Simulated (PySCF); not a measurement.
Gas-phase reaction: Sb4 + 2 C4H10 (isobutane) + 4 CH4 = 4 Sb(CH3)3

Computed with PySCF (xtb for GFN2) and rigid-rotor harmonic-oscillator thermochemistry at 1 bar. † marks an energy on the PBE0/def2-TZVP geometry and frequencies; other levels use their own. MP2 freezes the core. All species are closed-shell singlets. B3LYP is the form with VWN-RPA correlation. Sb: scalar-relativistic def2 core potential, no spin-orbit coupling. MP2 isn't extrapolated to the basis-set limit.

```json
[
 {"level": "B3LYP/def2-TZVP†", "ΔH°(298 K), kJ": "465"},
 {"level": "BLYP/def2-TZVP†", "ΔH°(298 K), kJ": "(withheld)"},
 {"level": "GFN2-xTB", "ΔH°(298 K), kJ": "594"},
 {"level": "HF/def2-TZVP†", "ΔH°(298 K), kJ": "(withheld)"},
 {"level": "M06-2X/def2-TZVP†", "ΔH°(298 K), kJ": "396"},
 {"level": "MP2/def2-SVP†", "ΔH°(298 K), kJ": "(withheld)"},
 {"level": "MP2/def2-TZVPP†", "ΔH°(298 K), kJ": "493"},
 {"level": "PBE/def2-SVP", "ΔH°(298 K), kJ": "(withheld)"},
 {"level": "r2SCAN/def2-TZVP†", "ΔH°(298 K), kJ": "443"},
 {"level": "ωB97M-V/def2-TZVP†", "ΔH°(298 K), kJ": "400"},
 {"level": "ωB97X-V/def2-TZVP†", "ΔH°(298 K), kJ": "389"}
]
```

Task: Fill in the missing entries.

Result: 
- BLYP/def2-TZVP†, ΔH°(298 K), kJ: 461
- HF/def2-TZVP†, ΔH°(298 K), kJ: 467
- MP2/def2-SVP†, ΔH°(298 K), kJ: 618
- PBE/def2-SVP, ΔH°(298 K), kJ: 526
